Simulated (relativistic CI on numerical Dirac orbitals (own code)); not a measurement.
**Forbidden lines of Se28+**

These numbers are calculated, not measured: Dirac-Coulomb-Breit CI, KLI orbitals optimised for each configuration, model QED, unscaled Slater integrals (own radial code, finite nucleus).

CI space (outside the closed core 1s2): 2s²2p², 2s2p³, 2p⁴, 2p³3s, 2p³3p, 2p³3d, 2s²2p3s, 2s²2p3p, 2s²2p3d, 2s2p²3s, 2s2p²3p, 2s2p²3d, 2s²2p4s, 2s²2p4p, 2s²2p4d, 2s²2p4f. Levels of other configurations are missing.

```csv
λ vac (nm),Lower,Upper,Type,A (s⁻¹),E lower (eV),E upper (eV)
0.62540,2s2p³ ⁵S°2 [6],2p³3d ⁵D°4 [181],E2,5.04e+10,122.89,2105.38
0.62581,2s2p³ ⁵S°2 [6],2p³3d ⁵D°0 [179],E2,5.02e+10,122.89,2104.08
0.62622,2s2p³ ⁵S°2 [6],2p³3d ⁵D°3 [178],E2,4.40e+10,122.89,2102.78
0.68042,2s²2p² ³P1 [2],2s²2p3p ³D3 [36],E2,6.32e+09,36.98,1859.15
0.68203,2s²2p² ³P0 [1],2s²2p3p ³D2 [27],E2,8.61e+09,0.00,1817.88
0.68237,2s2p³ ³D°2 [8],2s2p²3p ³F°4 [111],E2,7.42e+09,175.39,1992.35
0.68364,2s2p³ ⁵S°2 [6],2s2p²3p ⁵D°4 [68],E2,1.25e+10,122.89,1936.48
0.68398,2s²2p² ³P2 [3],2s²2p3p ³D3 [36],E2,6.58e+09,46.47,1859.15
0.68633,2s²2p² ¹D2 [4],2s²2p3d ³F°4 [47],M2,1.15e+08,90.52,1897.02
0.68739,2s2p³ ³D°3 [9],2s2p²3p ³F°4 [111],E2,8.71e+09,188.65,1992.35
0.68942,2s2p³ ⁵S°2 [6],2s2p²3p ⁵D°3 [59],E2,9.57e+09,122.89,1921.28
0.69120,2s²2p² ¹D2 [4],2s²2p3p ¹S0 [43],E2,2.56e+10,90.52,1884.29
0.69574,2s2p³ ³D°3 [9],2s2p²3d ⁵F5 [89],M2,1.19e+08,188.65,1970.71
0.69885,2s2p³ ⁵S°2 [6],2s²2p3d ³F°4 [47],E2,7.12e+07,122.89,1897.02
0.69963,2s2p³ ¹D°2 [12],2s2p²3p ³F°4 [111],E2,1.07e+09,220.20,1992.35
0.69992,2s²2p² ³P2 [3],2s²2p3p ³D2 [27],E2,6.72e+09,46.47,1817.88
0.70102,2s²2p² ¹D2 [4],2s²2p3p ³D3 [36],E2,5.62e+09,90.52,1859.15
0.70153,2s2p³ ¹D°2 [14],2s2p²3p ³P°0 [128],E2,1.90e+10,257.52,2024.85
0.70175,2s²2p² ³P2 [3],2s²2p3p ³P0 [24],E2,1.65e+10,46.47,1813.25
0.70303,2s²2p² ¹D2 [4],2s²2p3p ³P2 [32],E2,1.24e+10,90.52,1854.10
0.70385,2s²2p² ³P1 [2],2s²2p3p ³D1 [23],E2,9.77e+09,36.98,1798.50
0.70766,2s²2p² ³P2 [3],2s²2p3p ³D1 [23],E2,1.04e+10,46.47,1798.50
0.70936,2s2p³ ³D°3 [9],2s2p²3p ⁵D°4 [68],E2,2.10e+09,188.65,1936.48
0.71015,2s2p³ ³D°2 [8],2s2p²3p ⁵D°3 [59],E2,1.72e+09,175.39,1921.28
0.71467,2s2p³ ¹D°2 [14],2s2p²3p ³F°4 [111],E2,1.41e+09,257.52,1992.35
0.72016,2s2p³ ³D°2 [8],2s²2p3d ³F°4 [47],E2,6.55e+07,175.39,1897.02
0.72575,2s2p³ ³D°3 [9],2s²2p3d ³F°4 [47],E2,9.23e+07,188.65,1897.02
0.73940,2s2p³ ¹D°2 [12],2s²2p3d ³F°4 [47],E2,1.86e+08,220.20,1897.02
0.75623,2s2p³ ¹D°2 [14],2s²2p3d ³F°4 [47],E2,8.79e+07,257.52,1897.02
23.154,2s²2p² ³P1 [2],2s²2p² ¹D2 [4],M1,5.07e+05,36.98,90.52
```

Terms are leading LS components. Brackets give the number of a level in order of energy, since labels repeat. The list gives strong lines, with weight on those to low levels, among the lowest 200 of 274 levels, so that lines to higher ones, which can be the strongest, are missing. Levels whose partners in the same complex of configurations lie outside the list can be far off, and so can their lines. Rates are taken at the computed energies, electric ones in the length gauge.

At this charge energies of transitions that change n are usually good to better than 1 %, and those within a shell (Δn = 0) to a few per cent.

LS names give the leading component of a level, which can be under half, so a name can repeat, a term be missing and a line seem to break the LS rules.
